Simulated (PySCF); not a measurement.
C2H5Cd, neutral, multiplicity 2. Atoms are numbered in the order given.

```xyz
8

Cd    -0.0406    -0.7519     0.0000
C      0.7235     1.5832     0.0000
C     -0.4579     2.5158     0.0000
H      1.3300     1.5868     0.9019
H      1.3300     1.5868    -0.9019
H     -1.0871     2.3797    -0.8816
H     -1.0871     2.3797     0.8816
H     -0.1323     3.5650     0.0000
```
Charge 0, spin multiplicity 2.

Coordinates come from a B3LYP-D3(BJ)/def2-TZVP optimisation. The spin state was assumed, not searched. The isomer is the one that the SMILES or the coordinates give; other isomers of the formula were not compared. The def2 effective core potentials stand for the cores of Cd; spin–orbit coupling is left out.

These are B3LYP-D3(BJ)/def2-TZVP (PySCF) values and carry that method's errors.

Frequencies are harmonic and unscaled.

Problem. Give all harmonic wavenumbers and intensities. (An estimate is asked for; the answer gives what the named calculation found.)

Solution. 
```json
[
 {"mode": "1", "ν (cm⁻¹)": "146", "IR (km/mol)": "0.1", "moving atoms (share of kinetic energy)": "C 64 %, H 20 %, Cd 16 %"},
 {"mode": "2", "ν (cm⁻¹)": "193", "IR (km/mol)": "0.0", "moving atoms (share of kinetic energy)": "H 93 %"},
 {"mode": "3", "ν (cm⁻¹)": "226", "IR (km/mol)": "1.1", "moving atoms (share of kinetic energy)": "C 74 %, H 20 %"},
 {"mode": "4", "ν (cm⁻¹)": "539", "IR (km/mol)": "1.7", "moving atoms (share of kinetic energy)": "H 90 %, C 9 %"},
 {"mode": "5", "ν (cm⁻¹)": "840", "IR (km/mol)": "6.8", "moving atoms (share of kinetic energy)": "H 94 %"},
 {"mode": "6", "ν (cm⁻¹)": "855", "IR (km/mol)": "0.5", "moving atoms (share of kinetic energy)": "H 97 %"},
 {"mode": "7", "ν (cm⁻¹)": "1007", "IR (km/mol)": "52.9", "moving atoms (share of kinetic energy)": "C 70 %, H 30 %"},
 {"mode": "8", "ν (cm⁻¹)": "1070", "IR (km/mol)": "44.7", "moving atoms (share of kinetic energy)": "H 60 %, C 40 %"},
 {"mode": "9", "ν (cm⁻¹)": "1227", "IR (km/mol)": "0.7", "moving atoms (share of kinetic energy)": "H 69 %, C 31 %"},
 {"mode": "10", "ν (cm⁻¹)": "1407", "IR (km/mol)": "7.5", "moving atoms (share of kinetic energy)": "H 83 %, C 17 %"},
 {"mode": "11", "ν (cm⁻¹)": "1465", "IR (km/mol)": "0.7", "moving atoms (share of kinetic energy)": "H 88 %, C 12 %"},
 {"mode": "12", "ν (cm⁻¹)": "1489", "IR (km/mol)": "2.9", "moving atoms (share of kinetic energy)": "H 95 %"},
 {"mode": "13", "ν (cm⁻¹)": "1490", "IR (km/mol)": "9.5", "moving atoms (share of kinetic energy)": "H 97 %"},
 {"mode": "14", "ν (cm⁻¹)": "2976", "IR (km/mol)": "40.8", "moving atoms (share of kinetic energy)": "H 95 %"},
 {"mode": "15", "ν (cm⁻¹)": "3052", "IR (km/mol)": "13.5", "moving atoms (share of kinetic energy)": "H 93 %"},
 {"mode": "16", "ν (cm⁻¹)": "3086", "IR (km/mol)": "18.1", "moving atoms (share of kinetic energy)": "H 95 %"},
 {"mode": "17", "ν (cm⁻¹)": "3086", "IR (km/mol)": "18.7", "moving atoms (share of kinetic energy)": "H 91 %, C 9 %"},
 {"mode": "18", "ν (cm⁻¹)": "3159", "IR (km/mol)": "13.4", "moving atoms (share of kinetic energy)": "H 90 %, C 10 %"}
]
```
